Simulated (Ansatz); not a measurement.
Mulliken charges of `C[O][W]([F])([F])([F])=[S]` from ωB97M-V/def2-TZVPP in Ansatz (PBE0-D4/def2-TZVP geometry).

```tsv
atom	x (Å)	y (Å)	z (Å)	charge (e)
C1	0.583	-1.671	-0.021	-0.167
O2	0.421	-0.357	0.436	-0.324
W3	-0.400	1.251	0.104	1.080
F4	-1.955	2.193	-0.277	-0.277
F5	-0.675	0.568	-1.618	-0.309
F6	-0.943	1.343	1.878	-0.282
S7	1.167	2.646	-0.084	-0.131
H8	1.646	-1.919	-0.004	0.136
H9	0.038	-2.356	0.632	0.136
H10	0.201	-1.749	-1.043	0.136
```

Problem. By hand: the dipole of these point charges (1 e Å = 4.8032 D).

Solution. Σ q r = (0.454, -0.582, -0.024) e Å, of length 0.739 e Å = 3.55 D.

Problem. How does the dipole of the full density compare? (Best estimate.)

Solution. Computed: (0.287, -0.666, 0.009) e Å, 3.48 D; the point charges give 1.02 times that, at 15° from its direction.

Point charges leave out the atoms' own dipoles, such as those of lone pairs, and Mulliken's split depends on the basis, so the close match here is no proof of good charges.
